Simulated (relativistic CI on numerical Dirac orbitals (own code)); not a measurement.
## Radial parameters of Pb29+

Method of calculation: Dirac-Coulomb-Breit CI, KLI orbitals optimised for each configuration, a model potential for QED, unscaled Slater integrals (own radial code, finite nucleus).

Slater integrals F^k, G^k are unscaled and averaged over j, outside the closed core [Ar] 3d10 4p6 4d10; ζ comes from projecting the Hamiltonian with its Breit term on Σ l·s of the shell.

- 4s2 4f7: F^2(4f,4f) = 268410, F^4(4f,4f) = 174540, F^6(4f,4f) = 127490, ζ(4f) = 14242 cm⁻¹; <r>(4f) = 0.3885, <r^2>(4f) = 0.1736 (bohr units).
- 4s2 4f6 5s: F^2(4f,4f) = 271010, F^4(4f,4f) = 176340, F^6(4f,4f) = 128840, ζ(4f) = 14558, G^3(4f,5s) = 37762 cm⁻¹; <r>(4f) = 0.3853, <r^2>(4f) = 0.1707, <r>(5s) = 0.6963, <r^2>(5s) = 0.5403 (bohr units).
- 4s2 4f5 5s2: F^2(4f,4f) = 273810, F^4(4f,4f) = 178280, F^6(4f,4f) = 130300, ζ(4f) = 14877 cm⁻¹; <r>(4f) = 0.382, <r^2>(4f) = 0.1676 (bohr units).

Averages of the first 5 configurations, taken without configuration mixing, which lowers the lowest level and can move excited configurations by several eV; other configurations of the list can lie among them:

```csv
Configuration,Parity,States,Average energy above the lowest level (eV)
4s2 4f7,odd,3432,34.7
4s2 4f6 5s,even,6006,184.8
4s2 4f5 5s2,odd,2002,346.4
4s 4f8,even,6006,803.0
4f9,odd,2002,1574.0
```
